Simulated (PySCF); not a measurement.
C4H3ClF2. Atoms are numbered in the order given.

```xyz
10

C     -2.1445    -0.6227     0.0000
C     -1.0912     0.2178     0.0000
F     -1.2941     1.5511     0.0000
C      0.3290    -0.1489     0.0000
Cl     0.7058    -1.8539     0.0000
C      1.3888     0.7013     0.0000
F      1.2751     2.0281     0.0000
H     -3.1639    -0.2147     0.0000
H     -1.9876    -1.7072     0.0000
H      2.4299     0.3405     0.0000
```

Coordinates come from a PBE-D3(BJ)/def2-SVP optimisation. The structure was generated by enumeration; whether it is a known compound was not checked. The values are those of a single conformer.

The numbers are results of PBE-D3(BJ)/def2-SVP (PySCF), not measurements.

Frequencies are harmonic and unscaled.

```
mode  ν (cm⁻¹)  IR (km/mol)  moving atoms (share of kinetic energy)
----  --------  -----------  --------------------------------------
1           58          0.5                  F 55 %, C 29 %, H 10 %
2          200          0.1                  F 72 %, C 14 %, Cl 9 %
3          264          2.3          C 44 %, Cl 36 %, F 11 %, H 9 %
4          266          2.1         C 55 %, F 25 %, H 11 %, Cl 10 %
5          321          4.2                          C 69 %, H 26 %
6          371          2.5                          F 61 %, C 29 %
7          433          1.5         F 34 %, Cl 27 %, C 24 %, H 16 %
8          480          5.6         Cl 29 %, F 28 %, C 26 %, H 17 %
9          654          0.0                          C 87 %, H 11 %
10         696          0.2                                  H 89 %
11         756          0.6                          C 78 %, H 16 %
12         812         40.7                          H 69 %, C 31 %
13         817         21.1                          H 69 %, C 30 %
14         921          7.8                  H 49 %, C 28 %, F 23 %
15         995        111.7                          C 74 %, F 16 %
16        1163         86.6                          C 62 %, F 31 %
17        1251         55.5                   H 68 %, C 23 %, F 9 %
18        1324         15.4                          H 77 %, C 20 %
19        1370         47.0                          C 66 %, H 31 %
20        1628          0.8                                  C 92 %
21        1677        121.1                                  C 94 %
22        3123          4.1                                  H 95 %
23        3135          3.6                           H 91 %, C 9 %
24        3237          0.5                          H 89 %, C 11 %
```
